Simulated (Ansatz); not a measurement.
Start from `O=COc1ccccc1` and change one atom or group to get `[F][Hf]([F])([F])[c]1ccccc1`.

Ansatz, PBE0-D4/def2-TZVP geometries, multiplicity 1. Each molecule was computed in one conformer, which needn't be the lowest.

Elements past krypton have def2 core potentials.

```json
{"property": "HOMO–LUMO gap (B3LYP/def2-TZVPP) / eV", "`O=COc1ccccc1`": "6.23"}
{"property": "HOMO–LUMO gap (PBE0/def2-TZVPP) / eV", "`O=COc1ccccc1`": "6.68"}
{"property": "LUMO energy (PBE0/def2-TZVPP) / eV", "`O=COc1ccccc1`": "-0.61"}
{"property": "size of the dipole moment (ωB97M-V/def2-TZVPP) / D", "`O=COc1ccccc1`": "1.64"}
{"property": "LUMO energy (B3LYP/def2-TZVPP) / eV", "`O=COc1ccccc1`": "-0.85"}
{"property": "size of the dipole moment (PBE/def2-TZVPP) / D", "`O=COc1ccccc1`": "1.65"}
```

What does the change do to each property? (Estimate.)

Computed: 
```tsv
property	`[F][Hf]([F])([F])[c]1ccccc1`	shift
HOMO–LUMO gap (B3LYP/def2-TZVPP) / eV	5.69	-0.54
HOMO–LUMO gap (PBE0/def2-TZVPP) / eV	6.11	-0.57
LUMO energy (PBE0/def2-TZVPP) / eV	-1.54	-0.93
size of the dipole moment (ωB97M-V/def2-TZVPP) / D	1.68	0.04
LUMO energy (B3LYP/def2-TZVPP) / eV	-1.73	-0.88
size of the dipole moment (PBE/def2-TZVPP) / D	1.88	0.23
```

With PBE0 the HOMO falls by 0.36 eV and the LUMO falls by 0.93 eV, so the gap narrows by about 0.57 eV. PBE moves the HOMO by -0.37 eV and ωB97M-V by -0.34 eV. Dipoles are sizes alone; their direction can turn.

B3LYP here is the variant with VWN-RPA as its local correlation; programs differ in this.

Positive LUMOs are unbound, so they and the gaps depend on the basis.
